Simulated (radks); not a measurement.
Initial-state core-level shifts of the aluminium ion Al2+ when its valence configuration changes from [Ne] 3s1. Calculated with a radial shooting solver on a logarithmic mesh with Libxc functionals: scalar-relativistic Kohn-Sham, LDA (Slater exchange, Perdew-Wang correlation), spin-polarised, spherical densities, point nucleus; open shells are filled with parallel spins first. Shifts are changes of the shell-averaged eigenvalues in eV (positive: less bound).

| valence | 1s | 2s | 2p |
|---|---|---|---|
| 3p1 | -1.468 | -1.471 | -1.447 |
| 3s0.5 3p0.5 | -0.736 | -0.737 | -0.726 |
